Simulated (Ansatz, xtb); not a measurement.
C3H8BrGeN: 5 structures ranked

5 gas-phase structures of C3H8BrGeN, from a drawn sample of its isomers (lower ones may exist). Each was relaxed with GFN2-xTB; where two conformers were screened, the lower at r2SCAN-D4/def2-SVP is listed:

A. `[NH2][Ge]1([Br])[CH2]C[CH2]1`, a singlet
B. `[NH2][Ge@H]([Br])[CH]1CC1`, a singlet
C. `C=[C](C)[Ge@H]([NH2])[Br]`, a singlet
D. `C=C[CH2][Ge@H]([NH2])[Br]`, a singlet
E. `C=CC[NH][GeH2][Br]`, a singlet

Problem. Which do you expect lowest at r2SCAN-D4/def2-SVP, and how would the others follow?

Solution. Calculated order at r2SCAN-D4/def2-SVP: A (0.0), D (2.2), C (4.6), B (6.1), E (19.4) kcal/mol.

Energies above the lowest of each column, in kcal/mol; the last columns are at PBE0-D3(BJ)/def2-SVP geometries (a dash: not run or not comparable):

```
structure  GFN2-xTB  HF/STO-3G  r2SCAN-D4/def2-SVP  PBE0-D3(BJ)/def2-SVP  CCSD(T)/def2-SVP + ΔMP2/def2-TZVPP
        A       1.2        0.0                 0.0                   0.0                                 0.0
        D       4.7       20.3                 2.2                   4.2                                 1.7
        C       3.8       21.7                 4.6                   3.6                                 1.3
        B       0.0       13.6                 6.1                   7.0                                 9.3
        E       3.4       31.0                19.4                  18.2                                   –
```

CCSD(T)/def2-SVP + ΔMP2/def2-TZVPP puts A lowest of those it was run on; GFN2-xTB picks B. CCSD(T)/def2-SVP + ΔMP2/def2-TZVPP orders those it was run on as A (0.0), C (1.3), D (1.7), B (9.3) kcal/mol. Less than 1 kcal/mol parts C and D, so the order within that pair means little. Flexible structures stand in one conformer each, not always the lowest. Frequencies (GFN2-xTB) were run for A, B, C, D alone. The ΔMP2 step shifts differences by up to 4.0 kcal/mol, which makes them less sure. ΔMP2 is the change of the MP2 energy from the smaller to the larger basis.

Over these structures GFN2-xTB departs from r2SCAN-D4/def2-SVP by 5.8 kcal/mol on average once a common shift is removed. A GFN2-xTB relaxation took about 0.2 s and the r2SCAN-D4/def2-SVP energy about 2.9 s on a shared host (Ansatz 0.2.0, xtb 6.7.1).
